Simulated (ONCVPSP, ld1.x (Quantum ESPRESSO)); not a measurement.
## Potentials for P (Z = 15) compared

Generated with ld1.x 7.5 (TM, RRKJ, ultrasoft, PAW), atompaw 4.2 or ONCVPSP 4.0.1. The cutoff is in Ry: for ld1.x and atompaw files where the sum of valence levels is converged to 10 mRy in a Bessel basis, for ONCV files where the hardest occupied wave has 1 mHa per electron of residual kinetic energy. The error is the largest all-electron minus pseudo excitation energy over each file’s own four to seven test configurations (ionisations up to +4, promotions, holes and added fractions of an electron), all of which were solved. The labels leave out finer settings (local radius, basis sizes, second energies), which also bear on the numbers. Spin-polarised tests are not counted. The rows are a selection from randomly drawn settings: files with unsolved tests, undetermined cutoffs or missed reference levels are left out.

A true bound ghost makes a file unfit for plane-wave use even where its test errors are small: the radial tests pick states by their node count and pass the ghost by.

| potential | cutoff (Ry) | largest error (meV) | bound ghosts |
| --- | --- | --- | --- |
| ONCV, LDA (Perdew-Wang 92), fully relativistic, rc 0.85/0.80/0.85 (spd), local smoothed, core correction no, reference 2s2 2p6 3s2 3p3, qcut 14.9/13.3/12.8, projectors 2/2/2 | 380 | +17 | none |
| ONCV, PBEsol, non-relativistic, rc 1.38/1.52/1.20 (spd), local smoothed, core correction yes, reference 3s2 3p3, qcut 4.2/3.8/6.7, projectors 2/1/1 | 20 | -125 | none |
| ONCV, PBE, non-relativistic, rc 1.65/1.60 (sp), local smoothed, core correction yes, reference 3s2 3p2, qcut 4.5/5.9, projectors 3/3 | 18 | +38 | p |
| ONCV, PBE, non-relativistic, rc 1.40/1.75 (sp), local smoothed, core correction yes, reference 3s2 3p3, qcut 5/5.6, projectors 1/2 | 79 | +78 | none |
| RRKJ, PBE, scalar-relativistic, rc 1.65/1.75/1.55 (spd), local d, core correction no, reference 3s2 3p3 | 30 | +279 | none |

Problem. Fill in the row for P: ONCV, PBE, scalar-relativistic, rc 1.30/1.90 (sp), local smoothed, core correction no, reference 3s2 3p3, qcut 4.3/4, projectors 2/2.

Solution. cutoff 20 Ry, largest error +12 meV, bound ghosts: none.
